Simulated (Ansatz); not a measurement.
One change: `[OH][Hf]([OH])([F])[Cl]` becomes `[OH][Hf]([F])([Cl])[Cl]`.

Ansatz, PBE0-D4/def2-TZVP geometries, multiplicity 1. Each molecule was computed in one conformer, which needn't be the lowest.

Elements past krypton have def2 core potentials.

```
                                        property  `[OH][Hf]([OH])([F])[Cl]`
size of the dipole moment (B3LYP/def2-TZVPP) / D                       3.64
           HOMO energy (ωB97M-V/def2-TZVPP) / eV                     -11.29
               LUMO energy (PBE/def2-TZVPP) / eV                      -1.02
         HOMO–LUMO gap (ωB97M-V/def2-TZVPP) / eV                      12.14
  zero-point energy (PBE0-D4/def2-TZVP) / kJ/mol                       72.6
             HOMO–LUMO gap (PBE/def2-TZVPP) / eV                       6.52
```

Give the same properties after the change, and the shifts. (Estimate.)

The calculation gave: 
| property | `[OH][Hf]([F])([Cl])[Cl]` | shift |
| --- | --- | --- |
| size of the dipole moment (B3LYP/def2-TZVPP) / D | 2.80 | -0.84 |
| HOMO energy (ωB97M-V/def2-TZVPP) / eV | -11.60 | -0.31 |
| LUMO energy (PBE/def2-TZVPP) / eV | -1.97 | -0.95 |
| HOMO–LUMO gap (ωB97M-V/def2-TZVPP) / eV | 12.36 | 0.22 |
| zero-point energy (PBE0-D4/def2-TZVP) / kJ/mol | 43.8 | -28.8 |
| HOMO–LUMO gap (PBE/def2-TZVPP) / eV | 5.96 | -0.56 |

With PBE0 the HOMO falls by 0.35 eV and the LUMO falls by 0.83 eV, so the gap narrows by about 0.48 eV. PBE moves the HOMO by -0.40 eV and ωB97M-V by -0.31 eV. The zero-point energy changes by -28.8 kJ/mol with -3 modes. Dipoles are sizes alone; their direction can turn.

B3LYP here is the variant with VWN-RPA as its local correlation; programs differ in this.
